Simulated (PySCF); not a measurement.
C3H5BO3, SMILES O=C1OCB1CO. Atoms are numbered in the order given.

```xyz
12

O     -0.4764     1.9716    -0.4554
C     -0.6818     0.8246    -0.1852
O     -1.9201     0.2505     0.0277
C     -1.4161    -1.1094     0.3086
B      0.0652    -0.5819     0.1148
C      1.5325    -1.0231     0.2979
O      2.5264    -0.1612    -0.2144
H     -1.8011    -1.8302    -0.4319
H     -1.7202    -1.4397     1.3156
H      1.6297    -1.1745     1.4069
H      1.7061    -2.0366    -0.1105
H      2.2120     0.7504    -0.1448
```

Geometry: B3LYP-D3(BJ)/def2-SVP. The structure was generated by enumeration, and PubChem lists no compound with its InChIKey, so it may never have been made. One conformer was computed; it need not be the lowest.

Level of theory: CAM-B3LYP/def2-TZVP (PySCF).

Gas-phase values at a fixed geometry.

```json
{
  "total_energy": "-367.79914 hartree",
  "highest_occupied_level": "-9.32 eV",
  "lowest_empty_level": "-1.66 eV",
  "orbital_gap": "7.66 eV",
  "dipole_moment": "4.15 D",
  "quadrupole, principal values (traceless, Buckingham form, about the centre of nuclear charge)": "-12.84, 4.34, 8.50 D·Å",
  "mean_static_polarisability": "55.3 bohr³ (8.20 Å³)",
  "polarisability_principal_values": "41.4, 58.9, 65.6 bohr³"
}
```
